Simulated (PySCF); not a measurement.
## Finite-field polarisability of N (nitrogen, neutral)

[He] 2s2 2p3, high-spin 4S determinant. All numbers are calculated (PySCF 2.14, no relativity, point nucleus, in aug-cc-pwCVTZ). Frozen: 1s2. Energy changes in a uniform field (μhartree):

```json
{"axis": "x", "F (au)": "0.0053", "HF": "-100.127", "MP2": "-100.062", "CCSD": "-100.660", "CCSD(T)": "-101.316"}
{"axis": "x", "F (au)": "0.0106", "HF": "-400.668", "MP2": "-400.464", "CCSD": "-402.855", "CCSD(T)": "-405.491"}
```

(1) Derive α along x at CCSD(T) from the two fields.

(2) And the mean polarisability at each level?

Results:

(1) With ΔE = −αF²/2 − γF⁴/24, α = −(16 ΔE(F) − ΔE(2F))/(6F²) = 7.212 bohr³.

(2) HF 7.128, MP2 7.123, CCSD 7.166, CCSD(T) 7.212 bohr³. Reference: 7.4 ± 0.2 bohr³ (recommended; Schwerdtfeger and Nagle, table of static dipole polarizabilities (2023 update)).
